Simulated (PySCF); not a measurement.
BiB: one state, many levels of theory

State: ³Π (triplet), unpaired electrons σ ↑, π ↑. Set-up: PySCF, scalar-relativistic core potentials, basis sets Bi def2-SVPD with ECP60, B def2-SVPD. De refers to Bi + B in their high-spin ground configurations, without counterpoise correction. The functionals are run spin-unrestricted. A positive dipole means Bi(−)B(+). Levels whose curve was spin-contaminated or gave no clean fit are not listed.

```
 Level  Re (Å)  ωe (cm⁻¹)  De (eV)  μ (D)
   PBE   2.162        608     2.55  -1.43
  PW91   2.160        609     2.55  -1.40
  BP86   2.167        599     2.49  -1.34
r²SCAN   2.148        628     2.23  -1.17
 M06-L   2.154        627     2.80  -1.48
  PBE0   2.139        634     2.16  -1.25
```

**Question.** What does a quarter of exact exchange do here, going from PBE to PBE0?

**Answer.** PBE0 less PBE: -2.3 pm in Re, +4.3 % in ωe, -0.39 eV in De. Exact exchange removes part of the self-interaction that spreads semilocal densities, and in most molecules shortens and stiffens the bond and lowers De; so it does here.

**Question.** What does the step from GGA to meta-GGA do here, going from PBE to r²SCAN?

**Answer.** r²SCAN less PBE: -1.4 pm in Re, +3.3 % in ωe, -0.32 eV in De. 

Spin–orbit coupling is left out, which matters for elements this heavy, above all for dissociation energies. The state was picked by a PBE0 search and need not be the measured ground state.
